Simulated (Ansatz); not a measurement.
Consider the redistribution: `CNB[SiH2]O` + `CCN[SiH2]Cl` → `CCBNC` + `O[SiH2]N[SiH2]Cl`.

Program: Ansatz. Geometries: PBE0-D4/def2-TZVP. ΔE: electronic, gas phase. CBS: MP2 limit from def2 TZ/QZ plus the TZ coupled-cluster correction, frozen cores. DFT in def2-TZVPP. Each species was taken in one conformer, which may not be the lowest.

CCSD(T)/CBS gives -164.1 kJ/mol.

(1) Another level gave -171.7 kJ/mol. Which?
A. MP2/def2-TZVPP
B. PBE-D4/def2-TZVPP
C. r2SCAN/def2-TZVPP
D. SCS-MP2/def2-TZVPP

Largest T1 diagnostic among the species: 0.013.

Answers

(1) A. MP2/def2-TZVPP -171.7, SCS-MP2/def2-TZVPP -167.0, PBE-D4 -144.7, r2SCAN -161.5 kJ/mol.

From PBE to PBE0 (25 % exact exchange), in def2-TZVPP and without D4, ΔE moves by −8.7 kJ/mol.

CCSD(T)/CBS has its own doubt, a few kJ/mol and more with outer-core shells, so smaller differences from it don't rank the levels.
